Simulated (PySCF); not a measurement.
C₃H₅O, doublet, at a GFN2-xTB geometry, with bond 6-3 at 1.8 times its length; CASSCF(5,6)/6-31G (PySCF).

Input for PySCF:
```python
from pyscf import gto, scf, mcscf
import numpy

mol = gto.M(
    atom='''
O     0.253309    0.185265    1.342228
C     0.029683    0.074760    0.137911
C    -0.050627    1.204155   -0.721500
C    -0.176417   -1.273658   -0.516814
H    -0.094675   -2.061920    0.225998
H    -0.403348    1.011752   -2.614432
H     0.086963    2.191279   -0.316161
H     0.572085   -1.426964   -1.291670
H    -1.160096   -1.313318   -0.980454
''',
    basis='6-31g',
    charge=0,
    spin=1,
    verbose=4,
)

mf = scf.ROHF(mol)
mf.kernel()
mc = mcscf.CASSCF(mf, 6, 5)
mc.kernel()
occ = numpy.linalg.eigvalsh(mc.fcisolver.make_rdm1(mc.ci, mc.ncas, mc.nelecas))[::-1]
ss = mc.fcisolver.spin_square(mc.ci, mc.ncas, mc.nelecas)[0]
print('natural occupations', occ.round(4), ' <S^2>', round(ss, 4))
```

What the program printed (banner, timings and long lists left out):

```
PySCF version 2.14.0

[INPUT] verbose = 4
[INPUT] num. atoms = 9
[INPUT] num. electrons = 31
[INPUT] charge = 0
[INPUT] spin (= nelec alpha-beta = 2S) = 1
[INPUT] symmetry False subgroup None
[INPUT] Mole.unit = angstrom
[INPUT] Symbol           X                Y                Z      unit          X                Y                Z       unit  Magmom
[INPUT]  1 O      0.253309000000   0.185265000000   1.342228000000 AA    0.478684634887   0.350100110468   2.536443316723 Bohr   0.0
[INPUT]  2 C      0.029683000000   0.074760000000   0.137911000000 AA    0.056092740555   0.141275925072   0.260614019565 Bohr   0.0
[INPUT]  3 C     -0.050627000000   1.204155000000  -0.721500000000 AA   -0.095671164508   2.275523161526  -1.363437398874 Bohr   0.0
[INPUT]  4 C     -0.176417000000  -1.273658000000  -0.516814000000 AA   -0.333379813717  -2.406864796361  -0.976636917341 Bohr   0.0
[INPUT]  5 H     -0.094675000000  -2.061920000000   0.225998000000 AA   -0.178909820843  -3.896464090763   0.427074324699 Bohr   0.0
[INPUT]  6 H     -0.403348000000   1.011752000000  -2.614432000000 AA   -0.762217252891   1.911934185981  -4.940560451299 Bohr   0.0
[INPUT]  7 H      0.086963000000   2.191279000000  -0.316161000000 AA    0.164336252971   4.140917172511  -0.597457701269 Bohr   0.0
[INPUT]  8 H      0.572085000000  -1.426964000000  -1.291670000000 AA    1.081083969972  -2.696571149614  -2.440902543317 Bohr   0.0
[INPUT]  9 H     -1.160096000000  -1.313318000000  -0.980454000000 AA   -2.192263718203  -2.481811334462  -1.852789537734 Bohr   0.0

nuclear repulsion = 110.363108302607
number of shells = 30
number of NR pGTOs = 108
number of NR cGTOs = 46
basis = 6-31g
ecp = {}

******** <class 'pyscf.scf.rohf.ROHF'> ********
method = ROHF
initial guess = minao
damping factor = 0
level_shift factor = 0
DIIS = <class 'pyscf.scf.diis.CDIIS'>
diis_start_cycle = 1
diis_space = 8
diis_damp = 0
SCF conv_tol = 1e-09
SCF conv_tol_grad = None
SCF max_cycles = 50
direct_scf = True
direct_scf_tol = 1e-13
num. doubly occ = 15  num. singly occ = 1
Set gradient conv threshold to 3.16228e-05
init E= -191.533893724408
  HOMO = -0.163511047055461  LUMO = -0.0221342865963154  gap/eV = 3.84706
cycle= 1 E= -190.928477352681  delta_E= 0.605  |g|= 0.719  |ddm|=  1.9
  HOMO = -0.238679952429877  LUMO = -0.023074967155174  gap/eV = 5.86691
cycle= 2 E= -190.924312535188  delta_E= 0.00416  |g|= 0.827  |ddm|= 1.19
  HOMO = -0.185713883908222  LUMO = 0.0375274776295234  gap/eV = 6.07471
cycle= 3 E= -191.085358391122  delta_E= -0.161  |g|= 0.0759  |ddm|= 0.684
  HOMO = -0.176804199674306  LUMO = 0.0433852072331984  gap/eV = 5.99166
cycle= 4 E= -191.091029110986  delta_E= -0.00567  |g|= 0.0421  |ddm|= 0.149
  HOMO = -0.172086287393959  LUMO = 0.0505643657400112  gap/eV = 6.05863
cycle= 5 E= -191.092464164163  delta_E= -0.00144  |g|= 0.0158  |ddm|= 0.0635
  HOMO = -0.172014586065322  LUMO = 0.0531920824246073  gap/eV = 6.12819
cycle= 6 E= -191.092922673117  delta_E= -0.000459  |g|= 0.00541  |ddm|= 0.0556
  HOMO = -0.169363861902023  LUMO = 0.0542732992605579  gap/eV = 6.08548
cycle= 7 E= -191.092941956634  delta_E= -1.93e-05  |g|= 0.00158  |ddm|= 0.01
  HOMO = -0.169704890505213  LUMO = 0.0541982419573439  gap/eV = 6.09271
cycle= 8 E= -191.09294308297  delta_E= -1.13e-06  |g|= 0.000677  |ddm|= 0.00209
  HOMO = -0.169618931683747  LUMO = 0.0542912813895811  gap/eV = 6.09291
cycle= 9 E= -191.092943260391  delta_E= -1.77e-07  |g|= 0.000158  |ddm|= 0.00105
  HOMO = -0.169609263142766  LUMO = 0.0542808417657059  gap/eV = 6.09236
cycle= 10 E= -191.092943280184  delta_E= -1.98e-08  |g|= 4.99e-05  |ddm|= 0.000314
  HOMO = -0.169606205540024  LUMO = 0.0542792441997806  gap/eV = 6.09223
cycle= 11 E= -191.092943282435  delta_E= -2.25e-09  |g|= 8.66e-06  |ddm|= 0.000124
  HOMO = -0.169606335166001  LUMO = 0.0542787500640389  gap/eV = 6.09222
cycle= 12 E= -191.092943282514  delta_E= -7.87e-11  |g|= 2.48e-06  |ddm|= 2.2e-05
  HOMO = -0.169606457178012  LUMO = 0.0542787410378116  gap/eV = 6.09223
Extra cycle  E= -191.092943282518  delta_E= -4.32e-12  |g|= 1.02e-06  |ddm|= 3.64e-06
converged SCF energy = -191.092943282518

******** <class 'pyscf.mcscf.mc1step.CASSCF'> ********
CAS (3e+2e, 6o), ncore = 13, nvir = 27
max_cycle_macro = 50
max_cycle_micro = 4
conv_tol = 1e-07
conv_tol_grad = None
orbital rotation max_stepsize = 0.02
orbital rotation threshold for CI restart = 0.01
augmented hessian ah_max_cycle = 30
augmented hessian ah_conv_tol = 1e-12
augmented hessian ah_linear dependence = 1e-14
augmented hessian ah_level shift = 1e-08
augmented hessian ah_start_tol = 2.5
augmented hessian ah_start_cycle = 3
augmented hessian ah_grad_trust_region = 3
kf_trust_region = 3
kf_interval = 4
ci_response_space = 4
ci_grad_trust_region = 3
with_dep4 0
natorb = False
canonicalization = True
sorting_mo_energy = False
ao2mo_level = 2
internal_rotation = False
******** <class 'pyscf.fci.direct_spin1.FCISolver'> ********
max. cycles = 50
conv_tol = 1e-08
davidson only = False
linear dependence = 1e-12
level shift = 0.001
max iter space = 12
nroots = 1
pspace_size = 400
spin = None
CASCI E = -191.133361729189  S^2 = 0.7500000
Set conv_tol_grad to 0.000316228
macro iter   1 ( 21 JK    4 micro), CASSCF E = -191.154311396594  dE = -2.09496674e-02  S^2 = 0.7500000
               |grad[o]|=0.0671  |grad[c]|=0.0383  |ddm|=0.0507  |maxRot[o]|=0.225
macro iter   2 ( 21 JK    4 micro), CASSCF E = -191.161005367462  dE = -6.69397087e-03  S^2 = 0.7500000
               |grad[o]|=0.0183  |grad[c]|=0.0191  |ddm|=0.0161  |maxRot[o]|=  0.3
macro iter   3 ( 21 JK    4 micro), CASSCF E = -191.170925521540  dE = -9.92015408e-03  S^2 = 0.7500001
               |grad[o]|=0.0143  |grad[c]|=0.0149  |ddm|=0.0232  |maxRot[o]|=0.297
macro iter   4 ( 21 JK    4 micro), CASSCF E = -191.173155650724  dE = -2.23012918e-03  S^2 = 0.7500000
               |grad[o]|=0.0137  |grad[c]|=0.0189  |ddm|=0.00939  |maxRot[o]|=0.118
macro iter   5 ( 21 JK    4 micro), CASSCF E = -191.173358523182  dE = -2.02872458e-04  S^2 = 0.7500000
               |grad[o]|=0.011  |grad[c]|=0.0159  |ddm|=0.00751  |maxRot[o]|=0.0512
macro iter   6 ( 21 JK    4 micro), CASSCF E = -191.173355834194  dE =  2.68898796e-06  S^2 = 0.7500000
               |grad[o]|=0.0116  |grad[c]|=0.0154  |ddm|=0.00479  |maxRot[o]|=0.0176
macro iter   7 ( 21 JK    4 micro), CASSCF E = -191.175059284830  dE = -1.70345064e-03  S^2 = 0.7500000
               |grad[o]|=0.0116  |grad[c]|=0.0045  |ddm|=0.00214  |maxRot[o]|=0.0479
macro iter   8 ( 21 JK    4 micro), CASSCF E = -191.175053687556  dE =  5.59727476e-06  S^2 = 0.7500000
               |grad[o]|=0.00821  |grad[c]|=0.00735  |ddm|=0.00285  |maxRot[o]|=0.00906
macro iter   9 ( 21 JK    4 micro), CASSCF E = -191.175709526836  dE = -6.55839281e-04  S^2 = 0.7500000
               |grad[o]|=0.00774  |grad[c]|=0.00294  |ddm|=0.00185  |maxRot[o]|=0.0269
macro iter  10 ( 16 JK    4 micro), CASSCF E = -191.176655451400  dE = -9.45924564e-04  S^2 = 0.7500000
               |grad[o]|=0.00636  |grad[c]|=0.00651  |ddm|=0.00284  |maxRot[o]|=0.0518
macro iter  11 ( 16 JK    4 micro), CASSCF E = -191.176774724543  dE = -1.19273143e-04  S^2 = 0.7500000
               |grad[o]|=0.00314  |grad[c]|=0.00444  |ddm|=0.00183  |maxRot[o]|=0.0127
macro iter  12 ( 13 JK    4 micro), CASSCF E = -191.176755355008  dE =  1.93695348e-05  S^2 = 0.7500000
               |grad[o]|=0.00229  |grad[c]|=0.00357  |ddm|=0.00146  |maxRot[o]|=0.00226
macro iter  13 ( 15 JK    4 micro), CASSCF E = -191.176848729808  dE = -9.33747991e-05  S^2 = 0.7500000
               |grad[o]|=0.00252  |grad[c]|=0.0017  |ddm|=0.00112  |maxRot[o]|=0.0119
macro iter  14 (  4 JK    1 micro), CASSCF E = -191.176900872311  dE = -5.21425038e-05  S^2 = 0.7500000
               |grad[o]|=0.0015  |grad[c]|=0.00193  |ddm|=0.000801  |maxRot[o]|=0.0169
macro iter  15 (  6 JK    2 micro), CASSCF E = -191.176901240338  dE = -3.68026605e-07  S^2 = 0.7500000
               |grad[o]|=0.000315  |grad[c]|=0.000116  |ddm|=0.000498  |maxRot[o]|=0.00201
macro iter  16 (  3 JK    1 micro), CASSCF E = -191.176901246636  dE = -6.29790975e-09  S^2 = 0.7500000
               |grad[o]|=5.11e-05  |grad[c]|=3.93e-05  |ddm|=9.08e-05  |maxRot[o]|=0.000215
1-step CASSCF converged in  16 macro (262 JK  56 micro) steps
CASSCF canonicalization
Density matrix diagonal elements [1.89824653 1.87162376 0.99339153 0.21218448 0.00719164 0.01736206]
CASSCF energy = -191.176901246636
CASCI E = -191.176901246636  E(CI) = -7.01052072130406  S^2 = 0.7500000
natural occupations [1.9822 1.7881 0.9937 0.2124 0.0168 0.0069]  <S^2> 0.75
```
